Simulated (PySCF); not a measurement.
Calculation: B3LYP-D3(BJ)/def2-TZVP // PBE0-D4/def2-TZVP (PySCF). Isolated molecules, 0 K electronic values unless said otherwise. B3LYP has the VWN-RPA correlation part, as in Gaussian. 

Reference species (SMILES): `F[B]F` (neutral, multiplicity 2).

```json
{
  "dipole_moment": "0.29 D"
}
```

Changed species: `Br[B]Br` (radical fragment; the reference has radical fragment).

**Question.** Predict the effect on the dipole moment.

**Answer.** the dipole moment rises by 0.13 D, to 0.42 D.
